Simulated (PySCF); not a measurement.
**Multinuclear NMR of C$_{6}$H$_{4}$F$_{3}$N**

Bonds (- single, = double, # triple, : aromatic): C1-C2 1.533 Å, C2-C3 1.446 Å, C3#C4 1.206 Å, C4-C5 1.364 Å, C5#N6 1.148 Å, C2-C7 1.533 Å, C7-F8 1.340 Å, C7-F9 1.337 Å, C7-F10 1.341 Å. C1 carries H11, H12, H13; C2 carries H14. Stereochemistry as in C[C@H](C#CC#N)C(F)(F)F.

How the numbers were obtained: shielding tensors at PBE0/pcSseg-1 (GIAO), GFN2-xTB geometry, in PySCF 2.14 (one conformer, no relativistic terms, equivalent nuclei averaged, in vacuum).

Question: What are the $^{19}$F shifts?

Answer: 
| atoms | environment | σ (ppm) | δ (ppm) |
| --- | --- | --- | --- |
| F8/F9/F10 | fluorine of a CF3 group | 256.5 | -70.8 |

Shieldings were converted by a linear fit to measured shifts: $^{19}$F (scatter 6.0 ppm rms, 7.0 ppm with the 5 outliers that the fit left out vs CFCl3, solution or neat liquid, with a term for F on sp3 carbon). A few per cent of atoms miss by over 2 rms, more outside the fitted compound classes.

On a 400 MHz spectrometer $^{19}$F resonates near 376.4 MHz, so 1 ppm is 376.4 Hz.

Question: Where does $^{15}$N resonate?

Answer: 
```csv
atoms,environment,σ (ppm),δ (ppm)
N6,nitrile nitrogen,-41.3,-110.0
```

Shieldings were converted by a linear fit to measured shifts: $^{15}$N (scatter 6.3 ppm rms vs CH3NO2, solution or neat liquid). A few per cent of atoms miss by over 2 rms, more outside the fitted compound classes.

On a 400 MHz spectrometer $^{15}$N resonates near 40.5 MHz, so 1 ppm is 40.5 Hz.
